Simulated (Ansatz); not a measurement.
Method: frozen-core CCSD(T)/cc-pVTZ // PBE0-D3(BJ)/def2-TZVP run with Ansatz (a quantum-chemistry and plane-wave program).

Ansatz 0.2 input:
```yaml
crystal:
  periodic: [false, false, false]
  atoms:
    - { symbol: O, position_ang: [1.070226, -0.552824, -0.117967] }
    - { symbol: Ge, position_ang: [-0.530305, 0.017364, 0.431893] }
    - { symbol: H, position_ang: [1.754147, 0.113015, -0.013677] }
    - { symbol: H, position_ang: [-0.78311, 1.443134, -0.140209] }
    - { symbol: H, position_ang: [-1.510958, -1.02069, -0.160042] }
basis:
  gaussian: { orbitals: cc-pVTZ }
correlation:
  method: ccsd_t
magnetization:
  spin_polarized: true
  initial_magnetization: 1
```

Output:

```
Functional definition: HF
693 factors; integrals over basis functions are off by at most 7.4e-4 eV
mean field evaluation 1: about -58556.9976 eV, gradient 2.5e1 eV
mean field evaluation 2: about -58557.0019 eV, gradient 2.5e1 eV
mean field evaluation 4: about -58559.6305 eV, gradient 2.1e0 eV
mean field evaluation 8: about -58559.6956 eV, gradient 3.9e-3 eV
mean field evaluation 16: about -58559.6236 eV, gradient 2.1e0 eV
mean field -58559.69561635 eV, -2152.0291207137 hartree, gradient 1.9e-6 eV, S^2 0.755372; 0 other end points of the search recorded, 0 dependent functions left out
10 core orbitals not correlated
reference -58559.69561635 eV, -2152.0291207137 hartree; 12, 11 occupied and 93, 94 virtual orbitals, 693 factors
second order -11.66992904 eV of doubles, -0.00000000 eV of singles
cycle   1  -11.66625317 eV  change    3.7e-3 eV  update   8.7e-2
cycle   2  -12.03425490 eV  change   -3.7e-1 eV  update   2.8e-2
cycle   3  -12.12017631 eV  change   -8.6e-2 eV  update   1.7e-2
cycle   4  -12.11201939 eV  change    8.2e-3 eV  update   5.3e-3
cycle   5  -12.11199095 eV  change    2.8e-5 eV  update   3.3e-3
cycle   6  -12.11288909 eV  change   -9.0e-4 eV  update   1.2e-3
cycle   7  -12.11272261 eV  change    1.7e-4 eV  update   5.3e-4
cycle   8  -12.11288157 eV  change   -1.6e-4 eV  update   1.8e-4
cycle   9  -12.11291726 eV  change   -3.6e-5 eV  update   7.7e-5
cycle  10  -12.11287511 eV  change    4.2e-5 eV  update   3.1e-5
cycle  11  -12.11289599 eV  change   -2.1e-5 eV  update   1.5e-5
perturbative correction -0.45923104 eV, -0.0168764295 hartree
Total energy: -58572.26774339 eV, -2152.4911378606 hartree
```

Cost: around 50 core-seconds (rough).
